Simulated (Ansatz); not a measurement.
# Forces on a displaced structure

BSiH2Br (SMILES [SiH2]=BBr), closed shell, displaced at random from a GFN2-xTB minimum.

```
5
angstrom
Si -0.5147 0.4823 -0.2385
B 0.8833 -0.6265 0.2123
Br 1.6054 -1.9391 1.3101
H -1.4534 0.1955 -1.3380
H -0.5501 1.9028 0.0662
```

Computed with Ansatz 0.2.0 (basis: def2-TZVPP); correlated methods freeze the cores. Filled d shells of the heavier atoms are correlated. The def2 sets are not built for correlating such inner shells, so the correlated values are less sure here.

CCSD(T) forces from the calculation:
```csv
atom,Fx,Fy,Fz (eV/Å)
Si1,-0.808,0.053,-0.082
B2,0.105,-0.407,0.393
Br3,0.164,0.134,-0.251
H4,0.199,-0.224,-0.186
H5,0.339,0.443,0.126
```

Which atom feels the largest CCSD(T) force, and how large is it?

Si1, 0.81 eV/Å, along (-0.99, 0.06, -0.10).

Root-mean-square difference of the force components from those of CCSD(T): PBE0-D4 0.157; wB97M-V 0.204; r2SCAN-D4 0.121; PBE-D4 0.155; wB97X-V 0.212; HSE06-D4 0.152 eV/Å.

No T1 diagnostic of these runs exceeds 0.015. The restricted Hartree–Fock reference is unstable towards an unrestricted one here. These are differences at one structure, and CCSD(T) in triple zeta is itself an approximation.

For scale, one of the runs: CCSD(T)/def2-TZVPP forces, 149 basis functions (an equivalent command: `ansatz run in.yaml --threads 4`). Hardware: 4 CPU threads, shared host. Wall time 56 s; peak host memory 1.6 GiB.
